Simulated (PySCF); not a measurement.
GaCl3, SMILES [Cl][Ga]([Cl])[Cl].

Geometry: B3LYP-D3(BJ)/def2-SVP. The isomer is the one that the SMILES or the coordinates give; other isomers of the formula were not compared.

Two levels are set side by side: TDA-PBE/def2-SVPD (PySCF) and TDA-CAM-B3LYP/def2-SVPD (PySCF). Vertical, same geometry. The lowest singlet is HOMO→LUMO 100 % with PBE and HOMO→LUMO 97 % with the other functional; states are paired by order. Differences are taken from unrounded values.

| quantity | TDA-CAM-B3LYP | TDA-PBE | TDA-PBE minus TDA-CAM-B3LYP |
|---|---|---|---|
| lowest singlet excitation (eV) | 5.98 | 4.96 | -1.02 |
| lowest triplet excitation (TDA) (eV) | 5.57 | 4.65 | -0.93 |

A lower first singlet is the usual sign of a functional without exact exchange. Differences between two approximate levels are no errors against the true value.

Rough cost on one machine, each run with all the roots and properties that it gave: TDA-CAM-B3LYP against TDA-PBE about 3 times.
